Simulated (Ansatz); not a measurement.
Consider the atomization: `FC1=C[C]1(F)[GeH3]` → 3 C• + 2 F• + Ge• + 4 H•.

Isolated molecules relaxed with PBE0-D4/def2-TZVP in Ansatz; ΔE leaves out vibrations. CBS: MP2 limit from def2 TZ/QZ plus the TZ coupled-cluster correction, frozen cores. This one scheme is used for every species, atoms too. DFT in def2-TZVPP. Open shells (•) are unrestricted, without spin–orbit coupling. Spin–orbit coupling would lower the free atoms: a little for C, F; clearly for Ge. Bonds to Ge are less sure, by a few kJ/mol each and by 10 to 20 or more in all where they break to atoms, as the def2 sets lack core-valence functions. Scalar relativity is left out up to krypton.

```
             species  BLYP energy (Eh)
`FC1=C[C]1(F)[GeH3]`       -2393.41799
                  C•         -37.84656
                  F•         -99.76086
                 Ge•       -2076.98170
                  H•          -0.49755
```

**Question.** Work out ΔE.

**Answer.** ΔE = 4 × (-0.49755) + 3 × (-37.84656) + 2 × (-99.76086) + (-2076.98170) − (-2393.41799) = 1.38469 Eh = +3635.5 kJ/mol. CCSD(T)/CBS gives +3671.4 kJ/mol.

Largest T1 diagnostic among the species: 0.013.

From r2SCAN to r2SCAN0 (25 % exact exchange), in def2-TZVPP and without D4, ΔE moves by −94.7 kJ/mol: exact exchange takes away binding that semilocal exchange gives to molecules. In def2-TZVPP, CCSD(T) changes the Hartree–Fock value by +1061.3 kJ/mol (the triples alone add +80.0 kJ/mol) and MP2 by +1172.5 kJ/mol; breaking electron pairs costs correlation energy, which Hartree–Fock lacks.

For atomizations the MP2-based limit and the directly extrapolated one differ by several kJ/mol either way, and by 10 to 25 for some Ge, Se and Sn compounds, so smaller differences from it don't rank the levels.
